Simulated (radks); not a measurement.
Values are calculated unless marked as measured or tabulated.
The nuclear charge of neutral terbium is varied continuously with 65 electrons held in [Xe] 4f9 6s2. Level of theory: scalar-relativistic Kohn-Sham, LDA (Slater exchange, Perdew-Wang correlation), spin-polarised, spherical densities, finite nucleus; open shells are filled with parallel spins first (spin-orbit coupling, left out, can overturn this in heavy ions); Fermi nuclear charge, rms radius 5.06 fm (a radial shooting solver on a logarithmic mesh with Libxc functionals). By the Hellmann-Feynman theorem dE/dZ = E(electron-nucleus)/Z, the electronic potential at the nucleus (averaged over a nucleus of fixed radius). The scalar-relativistic energy here is not variational (the density holds large components alone), so the two differ by a part that grows with Z.

| Z | E (hartree) | E(electron-nucleus)/Z (hartree) | HOMO | e(HOMO) (eV) | <r> HOMO (bohr) |
|---|---|---|---|---|---|
| 65 | -11700.4548 | -440.007 | 4f | -1.187 | 0.9664 |
| 65.2 | -11789.1782 | -442.007 | 4f | -3.762 | 0.9244 |
| 65.4 | -11878.3073 | -444.005 | 6s | -6.262 | 3.822 |
| 65.6 | -11967.8417 | -446.001 | 6s | -7.624 | 3.685 |
| 65.8 | -12057.7813 | -447.996 | 6s | -9.055 | 3.564 |
| 66 | -12148.1261 | -449.992 | 6s | -10.552 | 3.454 |

 No converged solution with all levels bound was reached at Z = 64.8.
